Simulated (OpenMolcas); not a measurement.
**Br5+: effect of the active space**

```
Program             : OpenMolcas
Method              : CASSCF or its RAS form
Basis               : ANO-RCC-VQZP
Scalar Hamiltonian  : DKH2, point nucleus
Spin-orbit coupling : state interaction with AMFI integrals over the reference wave functions, term energies averaged over their components
```

A. 2 electrons in 4 orbitals (4s 4p); 2S+1 = 3 even, 3 roots; 2S+1 = 1 even, 7 roots; 2S+1 = 3 odd, 3 roots; 2S+1 = 1 odd, 3 roots; cost about 23 core-seconds
B. 2 electrons in 8 orbitals (4s 4p 5s 5p); 2S+1 = 3 even, 3 roots; 2S+1 = 1 even, 7 roots; 2S+1 = 3 odd, 3 roots; 2S+1 = 1 odd, 3 roots; cost roughly 20 core-seconds
C. 2 electrons in 9 orbitals (RAS2 4s 4p; RAS3 4d, at most 2 electrons); 2S+1 = 3 even, 3 roots; 2S+1 = 1 even, 7 roots; 2S+1 = 3 odd, 3 roots; 2S+1 = 1 odd, 3 roots; cost about 21 core-seconds

Energies in cm-1 above 4s2 1S0, the measured ground level; measured values from Moore, Atomic Energy Levels, vol. II, NSRDS-NBS 35 (1971 reprint of NBS Circular 467, 1952).

```
      Level       A       B       C  Measured
    4s2 1S0     0.0     0.0     0.0       0.0
4s 4p 3P* 0  100798  101551   99900    104316
4s 4p 3P* 1  102745  103497  101820    106431
4s 4p 3P* 2  107032  107784  106117    111336
4s 4p 1P* 1  162013  162432  153251    151274
    4p2 3P0  242524  243246  241186    244136
    4p2 3P1  245159  245866  243892    247406
    4p2 3P2  248634  249336  249097    253892
    4p2 1D2  263323  263905  242139
```

Deviations, from unrounded energies. A percentage is the sum of absolute deviations over the sum of measured energies, with the sign that they share, or ± where signs differ.

| Against measurement | Levels | A | B | C |
| --- | --- | --- | --- | --- |
| mean absolute deviation (cm-1) | 7 | 4500 | 3900 | 3900 |
| other configurations (%) | 7 | ±2.6 | ±2.2 | ±2.3 |

B, C lie about equally close to measurement and A furthest from it. The largest miss of B in the table is 4s 4p 1P* 1, by +11000 cm-1. The ranking rests on the paired levels alone, and a cruder setting can come out closer through cancelling errors.

Among A to C the level of the table that moves most is 4p2 1D2, by 22000 cm-1 (lowest in C, highest in B).

The ¹D term of p² mixes with s d, which this space lacks (holds for A; B). Active for correlation alone: 5p 5s; no level in the range computed is led by a configuration that fills them, so any true level of that kind is missing (holds for B). Active for correlation alone: 4d; no level in the range computed is led by a configuration that fills it, so any true level of that kind is missing (holds for C). Some terms mix strongly with configurations of 4d, whose occupation reaches 0.18 (4p2 1D) (holds for C). Computed and measured levels are paired by configuration, term and J; levels that our copy of the source lacks, or whose pairing is in doubt (as where it misses far off the trend of its configuration), stay unpaired and out of the deviations. Only configurations of the active space appear. Levels that lie high or do not pair safely by name in every column are left out.

* marks odd parity.
